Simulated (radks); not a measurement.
Ru+, 43 electrons, occupied as [Kr] 4d7. All-electron calculation, scalar-relativistic Kohn-Sham, r2SCAN, spin-polarised, spherical densities, finite nucleus; open shells are filled with parallel spins first (spin-orbit coupling, left out, can overturn this in heavy ions); meta-GGA in the generalised Kohn-Sham scheme; Fermi nuclear charge, rms radius 4.4809 fm. Program: a radial shooting solver on a logarithmic mesh with Libxc functionals.

Unscreened Slater integrals over Kohn-Sham orbitals (eV). They are taken over the spin-up orbitals.

F0(4d,4d): 15.428
F2(4d,4d): 7.5796
F4(4d,4d): 4.9038
F0(4d,4p): 17.814
F2(4d,4p): 8.5456
G1(4d,4p): 10.601
G3(4d,4p): 6.4327
F0(4d,4s): 18.390
G2(4d,4s): 7.5895
F0(4p,4p): 21.600
F2(4p,4p): 11.347
F0(4p,4s): 22.635
G1(4p,4s): 15.358
F0(4s,4s): 23.852

Derived for the open shells (J is the average intra-shell exchange parameter used in DFT+U). 4d: Racah B = F2/49 - 5 F4/441 = 0.09909 eV, C = 35 F4/441 = 0.3892 eV, C/B = 3.93, F4/F2 = 0.647, J = (F2 + F4)/14 = 0.8917 eV.
